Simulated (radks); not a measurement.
Values are calculated unless marked as measured or tabulated.
Mn V, 21 electrons, occupied as [Ne] 3s1.75 3p6 3d3.25 (fractional occupations, a model configuration).

Code: a radial shooting solver on a logarithmic mesh with Libxc functionals. Model: non-relativistic Kohn-Sham, exchange-only PBE, spin-polarised, spherical densities, point nucleus; open shells are filled with parallel spins first.

Energy parts (hartree):
| part | energy |
|---|---|
| total | -1145.08471 |
| kinetic | 1145.08471 |
| electron-nucleus | -2677.89670 |
| Hartree | 436.78641 |
| exchange | -49.05915 |

Orbitals (lengths in bohr, moments of r in powers of bohr; r(90%) holds 90 % of the orbital's charge):
orbital  occ.  eigenvalue (hartree)  r(90%)  <1/r>       <r^4>
1s up       1             -236.4267   0.110  24.52  0.00006599
1s down     1             -236.4221   0.110  24.52  0.00006598
2s up       1             -29.13057   0.438  5.217     0.01551
2s down     1             -29.05247   0.437  5.226     0.01537
2p up       3             -25.27818   0.407  5.166     0.01171
2p down     3             -25.21836   0.406  5.175     0.01158
3s up       1              -5.20466    1.25  1.681       1.035
3s down  0.75              -5.01340    1.26  1.670       1.066
3p up       3              -4.08731    1.33  1.572       1.321
3p down     3              -3.90058    1.34  1.558       1.383
3d up    3.25              -2.27621    1.57  1.319       2.632
3d down     0              -2.09915    1.63  1.294       3.026

The highest occupied level is 3d up at -61.939 eV. The spin density at the nucleus is 15.44 e/bohr^3 (1s 0.10, 2s -1.63, 3s 16.96), a Fermi contact field of 810 T. The electron density at the nucleus is 1.056e+04 e/bohr^3. Virial ratio -V/T = 2.00000.

Run on one thread of a shared host, so times are rough (Arm Neoverse V2): 0.1 s of CPU time, 0.1 s wall, 14 iterations on 2476 mesh points.
